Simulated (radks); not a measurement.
The numbers below are computed, except where a source is named.
Spherical quantum dot in the effective-mass picture: electrons in a hard-walled sphere of radius 8.46, all in effective atomic units (hartree* = m*/eps^2 hartree, bohr* = eps/m* bohr), one dielectric constant everywhere. Level of theory: non-relativistic Kohn-Sham, PBEsol, spin-polarised, spherical densities (a radial shooting solver with Libxc functionals). Levels are named by radial order and angular momentum (1s, 1p, 1d, 2s, ...), and open shells are averaged over m.

N = 3, configuration 1s2 1p(up 1, down 0). This is the lowest configuration that the search found. Occupied levels:

| level | occupation | eigenvalue (hartree*) | <r> (bohr*) |
|---|---|---|---|
| 1s up | 1 | 0.45211 | 5.032 |
| 1s down | 1 | 0.46665 | 4.914 |
| 1p up | 1 | 0.50139 | 5.435 |

Energy (hartree*): total 0.738904, kinetic 0.31271, external 0, Hartree 0.78933, exchange-correlation -0.36314.
